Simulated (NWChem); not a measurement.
System: C$_{4}$H$_{4}$OSi; SMILES [SiH2]1C=C(C#C)O1

Here is an NWChem input.

```
start job
memory heap 200 mb stack 900 mb global 1100 mb
geometry units angstroms noautoz
  C     -0.097246     3.039733     0.000000
  C     -0.015621     1.829914     0.000000
  C      0.098471     0.409780     0.000000
  C      1.192936    -0.399176     0.000000
  Si    -0.045222    -1.762347     0.000000
  O     -1.056550    -0.343275     0.000000
  H     -0.172465     4.112118     0.000000
  H      2.242147    -0.118115     0.000000
  H     -0.246086    -2.590437    -1.219950
  H     -0.246086    -2.590437     1.219950
end
basis spherical
  * library cc-pvtz
end
dft
  xc pbe0
  iterations 150
  semidirect filesize 400000000
  mulliken
end
task dft energy
```

Geometry: optimised at PBE0/def2-SVP.

Task: What results follow from this input? (PBE0/cc-pVTZ.) Quantities: basis functions; energy (Ha); highest occupied level (eV); orbital gap (eV); dipole (D).

Result: 
| Property | Value |
|---|---|
| number of basis functions | 240 |
| energy (Ha) | -519.16 |
| highest occupied level (eV) | -6.85 |
| orbital gap (eV) | 5.58 |
| dipole (D) | 1.14 |
